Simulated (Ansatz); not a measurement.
One change: `[Cl][Al]([Br])[Br]` becomes `[OH][Al]([Cl])[Br]`.

Ansatz, PBE0-D4/def2-TZVP geometries, multiplicity 1. Each molecule was computed in one conformer, which needn't be the lowest.

Scalar relativity is left out up to krypton.

| property | `[Cl][Al]([Br])[Br]` |
| --- | --- |
| HOMO–LUMO gap (ωB97M-V/def2-TZVPP) / eV | 11.26 |
| LUMO energy (PBE/def2-TZVPP) / eV | -2.29 |
| ideal-gas entropy at 298 K and 1 bar (rigid rotor, harmonic PBE0-D4/def2-TZVP) / J/(mol·K) | 346 |
| LUMO energy (PBE0/def2-TZVPP) / eV | -1.46 |
| size of the dipole moment (B3LYP/def2-TZVPP) / D | 0.16 |
| HOMO energy (PBE/def2-TZVPP) / eV | -7.48 |

Problem. What does the change do to each property? (An estimate is asked.)

Solution. Computed: 
| property | `[OH][Al]([Cl])[Br]` | shift |
| --- | --- | --- |
| HOMO–LUMO gap (ωB97M-V/def2-TZVPP) / eV | 11.67 | 0.41 |
| LUMO energy (PBE/def2-TZVPP) / eV | -1.91 | 0.38 |
| ideal-gas entropy at 298 K and 1 bar (rigid rotor, harmonic PBE0-D4/def2-TZVP) / J/(mol·K) | 335 | -11 |
| LUMO energy (PBE0/def2-TZVPP) / eV | -1.07 | 0.39 |
| size of the dipole moment (B3LYP/def2-TZVPP) / D | 1.62 | 1.46 |
| HOMO energy (PBE/def2-TZVPP) / eV | -7.49 | -0.01 |

With PBE0 the HOMO falls by 0.05 eV and the LUMO rises by 0.39 eV, so the gap widens by about 0.44 eV. PBE moves the HOMO by -0.01 eV and ωB97M-V by -0.08 eV. The zero-point energy changes by 33.2 kJ/mol with +3 modes. Dipoles are sizes alone; their direction can turn.

B3LYP here is the variant with VWN-RPA as its local correlation; programs differ in this.

Spin–orbit coupling is left out; it splits and shifts lone-pair levels of the heavy atoms by tenths of an eV.
